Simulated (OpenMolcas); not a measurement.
Levels of O+ by method

```yaml
Program: OpenMolcas 26.06
Basis: ANO-L-VQZP [5s4p3d2f]
Scalar_Hamiltonian: non-relativistic, point nucleus
Active_space: 5 electrons in 4 orbitals (2s 2p)
State_averaging: 2S+1 = 4 odd, 1 root; 2S+1 = 2 odd, 8 roots; 2S+1 = 4 even, 3 roots; 2S+1 = 2 even, 6 roots
Spin-orbit_coupling: RASSI with atomic mean-field integrals over the reference wave functions, term energies averaged over their components
```

Methods on the same reference wave functions:
A. CASSCF
B. SS-CASPT2, IPEA 0.25 Eh, imaginary shift 0.1 Eh (closed shells correlated: 1s)

Energies in cm-1 above 2s2 2p3 4S* 3/2, the measured ground level; measured values from NIST Handbook of Basic Atomic Spectroscopic Data.

| Level | A | B | Measured |
| --- | --- | --- | --- |
| 2s2 2p3 4S* 3/2 | 0.0 | 0.0 | 0.0 |
| 2s2 2p3 2D* 3/2 | 30571 | 27410 | 26831 |
| 2s2 2p3 2D* 5/2 | 30575 | 27410 | 26811 |
| 2s2 2p3 2P* 3/2 | 41212 | 40760 | 40468 |
| 2s2 2p3 2P* 1/2 | 41216 | 40770 | 40470 |
| 2s 2p4 4P 5/2 | 121297 | 119930 | 119837 |
| 2s 2p4 4P 3/2 | 121445 | 120080 | 120000 |
| 2s 2p4 4P 1/2 | 121533 | 120160 | 120083 |
| 2s 2p4 2D 3/2 | 178916 | 167880 | 165996 |
| 2s 2p4 2D 5/2 | 178916 | 167880 | 165988 |

Deviations, from unrounded energies. A percentage is the sum of absolute deviations over the sum of measured energies, with the sign that they share, or ± where signs differ.

```tsv
Against measurement	Levels	A	B
mean absolute deviation (cm-1)	9	4400	640
other terms of the ground configuration (%)	4	+6.7	+1.3
other configurations (%)	5	+4.4	+0.6
```

B lies closest to measurement on these levels. The largest miss of B in the table is 2s 2p4 2D 5/2, by +1900 cm-1. The ranking rests on the paired levels alone, and a cruder setting can come out closer through cancelling errors.

From A to B the spin-free energies of the other terms of 2s2 2p3 shown, above 4S*, scale by factors of 0.90 to 0.99.

The lowest spin-free term lies below A's lowest term by 0.123 hartree in B.

CASPT2 does not keep the components of a term degenerate, so their means are used; among the terms shown or strongly mixed into the levels shown the widest spread is 350 cm-1 (2s 2p4 2D, B). Without dynamic correlation excited terms often stand tens of per cent too high (terms of higher spin than the ground term too low), and those without a measured partner can miss by more than the paired ones (holds for A). Computed and measured levels are paired by configuration, term and J; levels that our copy of the source lacks, or whose pairing is in doubt (as where it misses far off the trend of its configuration), stay unpaired and out of the deviations. Levels of configurations outside the active space are missing. Levels that lie high or do not pair safely by name in every column are left out.

* marks odd parity.
